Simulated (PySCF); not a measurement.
Correlation energy of Rh⁺ (rhodium, charge +1)

[Kr] 4d7 5s1, high-spin 5F determinant (an excited configuration). All numbers are calculated (PySCF 2.14, scalar relativity through the core potential, in aug-cc-pVDZ-PP with ECP28MDF (5s5p4d2f, 54 functions)). Frozen: 4s2 4p6; 8 electrons correlated.

```tsv
level	correlation energy (mhartree)
CCSD	-152.96
(T)	-2.73
CCSD(T)	-155.69
```

Diagnostics: T1 = 0.0089, D1 = 0.0270, largest double amplitude 0.019.

Cost of the coupled-cluster step: of the order of 6 core-seconds, for 8 correlated electrons.
